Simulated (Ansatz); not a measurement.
Steps of a relaxation of `C=C=C([SiH3])Cl` with RKS PBE-D4/def2-SVP.

```sh
$ ansatz run in.yaml --threads 4 --pin off --events-out ev --progress --plain --max-ram 10444MiB
```

```yaml
crystal:
  periodic: [false, false, false]
  atoms:
    - {symbol: C, position_ang: [-0.650900, 1.959900, -0.501000]}
    - {symbol: C, position_ang: [-0.356500, 0.750000, -0.554700]}
    - {symbol: C, position_ang: [-0.041800, -0.498200, -0.628700]}
    - {symbol: Si, position_ang: [0.657900, -1.345200, 0.878600]}
    - {symbol: Cl, position_ang: [-0.156700, -1.215700, -2.202300]}
    - {symbol: H, position_ang: [-0.195300, 2.752900, -1.134700]}
    - {symbol: H, position_ang: [-1.493500, 2.335500, 0.118400]}
    - {symbol: H, position_ang: [0.747600, -2.802500, 0.645400]}
    - {symbol: H, position_ang: [-0.348900, -1.142100, 2.063300]}
    - {symbol: H, position_ang: [1.921200, -0.845800, 1.318600]}
basis:
  gaussian: {orbitals: def2-SVP}
hamiltonian: {xc: pbe, dispersion: d4}
relax: {f_tol: 0.03, max_steps: 200}
```

Positions (Å) and forces (eV/Å) along the path, 13 of 17 steps:

```xyz
10
step=1 energy=-23568.0174 eV
C    -0.651    1.960   -0.501   -1.722    5.571    0.216
C    -0.356    0.750   -0.555    0.608   -2.672   -0.008
C    -0.042   -0.498   -0.629    1.005   -1.198   -0.040
Si    0.658   -1.345    0.879   -1.721   -0.580    0.788
Cl   -0.157   -1.216   -2.202   -0.440   -0.964   -0.563
H    -0.195    2.753   -1.135    0.547   -0.122    0.554
H    -1.494    2.336    0.118   -0.279   -0.161   -0.412
H     0.748   -2.803    0.645    0.069   -0.420   -0.151
H    -0.349   -1.142    2.063    0.564   -0.063   -0.699
H     1.921   -0.846    1.319    1.371    0.609    0.314
10
step=2 energy=-23568.5734 eV
C    -0.710    2.008   -0.531    0.135    1.785    0.046
C    -0.348    0.760   -0.575    0.223   -0.503   -0.102
C     0.041   -0.495   -0.647   -0.180    0.148   -0.169
Si    0.658   -1.366    0.898   -0.453   -0.279    0.269
Cl   -0.258   -1.325   -2.172   -0.060   -0.452   -0.004
H    -0.084    2.830   -0.995   -0.297   -0.607    0.521
H    -1.605    2.344    0.030   -0.116   -0.107   -0.371
H     0.756   -2.831    0.636    0.042   -0.163   -0.056
H    -0.331   -1.141    2.035    0.179   -0.023   -0.262
H     1.964   -0.835    1.324    0.528    0.201    0.129
10
step=3 energy=-23568.6505 eV
C    -0.673    2.041   -0.472   -0.819    1.040   -0.316
C    -0.339    0.775   -0.549    0.182   -0.196   -0.164
C     0.022   -0.493   -0.635   -0.258    0.254   -0.032
Si    0.673   -1.379    0.896   -0.208   -0.189    0.137
Cl   -0.315   -1.362   -2.140    0.077   -0.148    0.122
H    -0.029    2.853   -0.920   -0.285   -0.500    0.556
H    -1.716    2.349   -0.133    0.963   -0.242   -0.225
H     0.771   -2.848    0.623    0.041   -0.066   -0.033
H    -0.309   -1.150    2.021    0.088   -0.026   -0.065
H     1.997   -0.837    1.312    0.218    0.074    0.020
10
step=4 energy=-23568.7102 eV
C    -0.698    2.050   -0.516   -0.169    0.687    0.008
C    -0.362    0.780   -0.568    0.110   -0.101   -0.160
C    -0.005   -0.492   -0.627   -0.199    0.301    0.054
Si    0.671   -1.379    0.898   -0.089   -0.134    0.075
Cl   -0.306   -1.397   -2.111    0.058   -0.158   -0.033
H     0.006    2.864   -0.847   -0.385   -0.475    0.272
H    -1.716    2.368   -0.162    0.521   -0.138   -0.197
H     0.781   -2.847    0.610    0.019   -0.010   -0.020
H    -0.298   -1.162    2.029    0.057   -0.013    0.010
H     2.010   -0.835    1.296    0.078    0.039   -0.008
10
step=5 energy=-23568.6827 eV rejected
C    -0.702    2.102   -0.533    0.005    0.224   -0.038
C    -0.407    0.826   -0.613    0.013   -0.568    0.023
C    -0.125   -0.462   -0.607    0.376   -0.617    0.282
Si    0.654   -1.413    0.889   -0.211    0.455   -0.012
Cl   -0.298   -1.486   -2.055    0.023    0.256   -0.017
H     0.079    2.870   -0.665   -0.056    0.099   -0.121
H    -1.738    2.434   -0.350    0.007    0.077    0.150
H     0.859   -2.876    0.602   -0.123    0.122   -0.125
H    -0.226   -1.243    2.099   -0.018   -0.048   -0.048
H     1.988   -0.804    1.236   -0.017    0.000   -0.093
10
step=6 energy=-23568.7392 eV
C    -0.704    2.068   -0.528    0.079    0.167    0.028
C    -0.387    0.791   -0.584   -0.020   -0.154   -0.104
C    -0.065   -0.490   -0.606    0.033    0.068   -0.022
Si    0.651   -1.384    0.912    0.005    0.004   -0.105
Cl   -0.249   -1.437   -2.100   -0.007    0.069    0.150
H     0.030    2.860   -0.793   -0.137   -0.152    0.091
H    -1.712    2.396   -0.210    0.059   -0.004   -0.065
H     0.780   -2.843    0.580   -0.007    0.016    0.033
H    -0.267   -1.198    2.090    0.035    0.008   -0.017
H     2.006   -0.815    1.242   -0.039   -0.022    0.012
10
step=8 energy=-23568.7449 eV
C    -0.714    2.066   -0.522    0.035    0.050    0.016
C    -0.392    0.790   -0.591   -0.020   -0.047   -0.035
C    -0.057   -0.486   -0.610    0.019    0.026   -0.009
Si    0.652   -1.382    0.905    0.007    0.009   -0.019
Cl   -0.218   -1.434   -2.101    0.002    0.018    0.038
H     0.022    2.858   -0.759   -0.059   -0.055    0.039
H    -1.730    2.388   -0.229    0.025    0.003   -0.029
H     0.738   -2.848    0.593   -0.009    0.012    0.022
H    -0.241   -1.155    2.094    0.016    0.003   -0.014
H     2.023   -0.848    1.223   -0.015   -0.019   -0.010
10
step=9 energy=-23568.7483 eV
C    -0.724    2.063   -0.515    0.000   -0.031   -0.007
C    -0.397    0.789   -0.596   -0.016    0.025    0.011
C    -0.049   -0.483   -0.615   -0.005   -0.019   -0.038
Si    0.653   -1.379    0.901    0.007   -0.020    0.042
Cl   -0.184   -1.430   -2.107    0.020    0.014    0.005
H     0.013    2.858   -0.725   -0.006    0.008    0.007
H    -1.748    2.379   -0.247    0.006    0.005    0.002
H     0.695   -2.852    0.613   -0.012    0.025    0.012
H    -0.220   -1.111    2.097    0.022    0.010   -0.017
H     2.043   -0.883    1.198   -0.015   -0.016   -0.018
10
step=10 energy=-23568.7528 eV
C    -0.740    2.056   -0.511   -0.027   -0.093    0.025
C    -0.405    0.785   -0.604   -0.014    0.089    0.054
C    -0.040   -0.482   -0.622   -0.013   -0.025   -0.058
Si    0.653   -1.376    0.896    0.016   -0.054    0.116
Cl   -0.128   -1.422   -2.120    0.025   -0.013   -0.040
H     0.000    2.856   -0.686    0.026    0.048   -0.023
H    -1.768    2.366   -0.255   -0.002    0.001   -0.009
H     0.632   -2.858    0.641   -0.016    0.074    0.014
H    -0.189   -1.046    2.103    0.045    0.002   -0.049
H     2.068   -0.930    1.161   -0.040   -0.028   -0.031
10
step=13 energy=-23568.7845 eV
C    -0.833    2.031   -0.486    0.002    0.152   -0.018
C    -0.414    0.789   -0.605    0.017   -0.270   -0.098
C     0.035   -0.451   -0.648    0.051    0.079    0.207
Si    0.639   -1.369    0.898    0.130   -0.078   -0.078
Cl    0.226   -1.341   -2.166   -0.076    0.054    0.020
H    -0.130    2.875   -0.603   -0.006    0.010    0.090
H    -1.887    2.279   -0.278   -0.041   -0.016   -0.076
H     0.254   -2.819    0.781   -0.024    0.052    0.015
H     0.052   -0.773    2.146   -0.019    0.048   -0.069
H     2.141   -1.272    0.963   -0.033   -0.030    0.006
10
step=15 energy=-23568.8106 eV
C    -0.908    2.016   -0.493    0.049   -0.008    0.029
C    -0.397    0.803   -0.586    0.014   -0.060   -0.004
C     0.129   -0.409   -0.620   -0.044    0.137   -0.148
Si    0.666   -1.386    0.901    0.091   -0.144    0.021
Cl    0.421   -1.238   -2.171   -0.023    0.082    0.141
H    -0.257    2.912   -0.481   -0.076   -0.093   -0.029
H    -2.000    2.185   -0.415    0.094   -0.038   -0.007
H    -0.037   -2.727    0.898    0.096    0.168    0.029
H     0.300   -0.593    2.130    0.040   -0.074   -0.058
H     2.165   -1.613    0.839   -0.241    0.028    0.027
10
step=16 energy=-23568.7675 eV rejected
C    -0.900    2.004   -0.496   -0.437    0.616    0.048
C    -0.379    0.814   -0.587   -0.095    0.399    0.080
C     0.155   -0.368   -0.619    0.487   -1.148    0.201
Si    0.650   -1.387    0.890    0.168    0.094    0.171
Cl    0.456   -1.181   -2.145    0.003   -0.281   -0.429
H    -0.295    2.913   -0.601    0.133    0.194    0.124
H    -1.978    2.122   -0.319   -0.208    0.123   -0.109
H    -0.069   -2.705    0.901   -0.051    0.015   -0.079
H     0.315   -0.616    2.134   -0.019    0.013    0.006
H     2.129   -1.648    0.845    0.018   -0.026   -0.013
10
step=17 energy=-23568.8166 eV
C    -0.911    2.011   -0.489   -0.006    0.010   -0.003
C    -0.390    0.806   -0.588    0.003   -0.003    0.007
C     0.141   -0.401   -0.625    0.008   -0.004   -0.007
Si    0.664   -1.385    0.898    0.005    0.004    0.000
Cl    0.439   -1.224   -2.167   -0.005    0.003   -0.006
H    -0.273    2.913   -0.490   -0.008   -0.003    0.001
H    -2.001    2.164   -0.407    0.007   -0.002   -0.004
H    -0.054   -2.705    0.908   -0.006    0.006    0.004
H     0.324   -0.591    2.127    0.002   -0.009    0.005
H     2.144   -1.639    0.836    0.000   -0.002    0.002
```

Hardware: 4 threads of an Arm Neoverse V2 on a shared host. Wall time 15 s, peak host memory 0.15 GiB.
